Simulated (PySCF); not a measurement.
# Deuteron quadrupole couplings in `C[C@@H]1C[Si@H]1C(F)(F)F`

Compound: C4H7F3Si.
Numbering: `[CH3:1][C@@H:2]1[CH2:3][Si@H:4]1[C:5]([F:6])([F:7])[F:8]` (hydrogens: H9, H10, H11 on C1; H12 on C2; H13, H14 on C3; H15 on Si4)

Geometry (PBE0-D3(BJ)/def2-SVP, Å), atoms numbered from 1 in this order:
```xyz
15
C4H7F3Si angstrom
C     -2.187    0.176   -0.363
C     -0.808   -0.365   -0.072
C     -0.212   -0.168    1.338
Si     0.727    0.682   -0.012
C      2.342   -0.193   -0.581
F      2.238   -1.519   -0.398
F      3.425    0.217    0.095
F      2.595    0.010   -1.883
H     -2.402    0.163   -1.442
H     -2.962   -0.423    0.145
H     -2.300    1.216   -0.018
H     -0.632   -1.372   -0.474
H      0.219   -1.047    1.830
H     -0.804    0.453    2.022
H      0.745    2.151   -0.196
```

Level: PBE0/pcSseg-1 (PySCF, non-relativistic); Q(2H) = 0.00286 b; rigid geometry, the same for H and D, with no vibrational averaging.

Question: Rank these positions by the coupling χzz of a deuteron there, largest first.
A. H14 (methylene hydrogen)
B. H15 (Si–H hydrogen)
C. H12 (methine hydrogen)
D. H10 (methyl hydrogen)

Answer: A (205 kHz), C (200 kHz), D (193 kHz), B (100 kHz).

Question: Tabulate Vzz, the asymmetry η and χzz = 234.96 MHz × Q × Vzz for every hydrogen position.

Answer: 
```json
{"atom": "H9", "bonded to": "C1", "bond length (Å)": "1.100", "Vzz (au)": "0.2921", "η": "0.02", "χzz (kHz)": "196"}
{"atom": "H10", "bonded to": "C1", "bond length (Å)": "1.103", "Vzz (au)": "0.2871", "η": "0.02", "χzz (kHz)": "193"}
{"atom": "H11", "bonded to": "C1", "bond length (Å)": "1.102", "Vzz (au)": "0.2886", "η": "0.04", "χzz (kHz)": "194"}
{"atom": "H12", "bonded to": "C2", "bond length (Å)": "1.098", "Vzz (au)": "0.2975", "η": "0.09", "χzz (kHz)": "200"}
{"atom": "H13", "bonded to": "C3", "bond length (Å)": "1.095", "Vzz (au)": "0.3073", "η": "0.07", "χzz (kHz)": "207"}
{"atom": "H14", "bonded to": "C3", "bond length (Å)": "1.097", "Vzz (au)": "0.3053", "η": "0.08", "χzz (kHz)": "205"}
{"atom": "H15", "bonded to": "Si4", "bond length (Å)": "1.481", "Vzz (au)": "0.1487", "η": "0.08", "χzz (kHz)": "100"}
```

Question: Average by the element that carries the hydrogen.

Answer: on C: 199 kHz over 6 positions, mean bond length 1.099 Å; on Si: 100 kHz over 1 position, mean bond length 1.481 Å.

Isolated species at its PBE0-D3(BJ)/def2-SVP geometry, gas phase. With a basis this small, the couplings can be 20 % off.
